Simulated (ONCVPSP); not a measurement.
## Plane-wave convergence, ONCV potential for W (Z = 74)

ONCVPSP 4.0.1 input, shortened (lines: element, Z, core and valence counts, functional; n l f; lmax; l rc ep ncon nbas qcut; lloc lpopt rc5 dvloc0; l nproj debl; icmod fcfact rcfact), PBE, scalar-relativistic:

```
  W 74.00   10    4        4      upf
    1    0    2.00
    2    0    2.00
    2    1    6.00
    3    0    2.00
    3    1    6.00
    3    2   10.00
    4    0    2.00
    4    1    6.00
    4    2   10.00
    4    3   14.00
    5    0    2.00
    5    1    6.00
    5    2    4.00
    6    0    1.00
    2
    0    1.95    0.00    3    7    6.50
    1    1.55    0.00    4    9    8.80
    2    2.70    0.00    3    8    4.80
    4    4    1.25    0.00
    0    2    1.60
    1    2    0.60
    2    1    3.00
    3    2.50    1.20
```

In the p channel the program set the typed energies aside and used -1.864, 0.250 Ha.

Problem. For each optimised wave give the share of its norm inside rc, the residual kinetic energy above qcut (Ha) and the cutoffs (Ha) for errors of 10, 1, 0.1 and 0.01 mHa per electron.

Solution.

```csv
wave,norm inside rc,residual KE,10 mHa,1 mHa,0.1 mHa,0.01 mHa
5s,0.982,8.0e-07,5.3,12.7,16.0,18.4
6s,0.130,1.9e-06,4.5,12.9,16.5,19.2
5p,0.785,1.7e-06,19.5,26.8,31.9,35.6
p projector 2,0.032,6.3e-07,7.3,22.0,28.9,33.9
5d,0.831,2.2e-05,7.4,9.1,10.8,18.4
```

The occupied waves need 27 Ha and 32 Ha for 1 and 0.1 mHa.
